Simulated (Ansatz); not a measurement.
The first iterations of a band of CH$_{3}$FSSi (7 atoms, charge 0, multiplicity 1).

These are results of Ansatz 0.2.0, RKS PBE/STO-3G, not measurements.

* movable images: 7
* climbing image: yes
* spring: 5.0 eV/Å²
* optimiser: quadratic models (default)
* start path: through a guess of the saddle point
* force threshold: 0.2 eV/Å
* iteration limit: 60
* end points: relaxed

First end point:

```xyz
7
Properties=species:S:1:pos:R:3
F 0.590 -2.057 1.127
C 0.048 -1.105 0.293
Si 0.545 0.590 0.268
S -0.745 1.917 -0.783
H -0.378 -1.579 -0.630
H 0.798 1.139 1.597
H -0.857 1.094 -1.872
```

Last end point:

```xyz
7
Properties=species:S:1:pos:R:3
F 0.827 -1.672 1.214
C 0.180 -0.652 0.471
Si 1.399 0.657 -0.378
S -0.145 1.797 -1.277
H -0.470 -1.125 -0.321
H -0.539 -0.101 1.146
H -1.252 1.096 -0.855
```

| iteration | highest image above the first end (eV) | largest band force component (eV/Å) |
| --- | --- | --- |
| 1 | 3.373 | 9.225 |
| 2 | 1.903 | 2.859 |
| 3 | 1.444 | 1.516 |

Question: Does the band converge within its limit, and where does its top end?

Answer: The forces met the threshold. It ended after 9 iterations with the highest image 1.296 eV above the first end. The threshold of 0.2 eV/Å is loose, so the images may lie well off the minimum-energy path. Another band between the same ends (7 images) ends at a top of the same energy, where a vibrational analysis finds 1 clearly imaginary mode. The orbitals stay closed-shell, which can raise the energy where a bond breaks towards radicals; this wasn't checked here. Limits of this set-up: minimal basis.

Time of the run: 73 s on 1 CPU thread of a shared host.
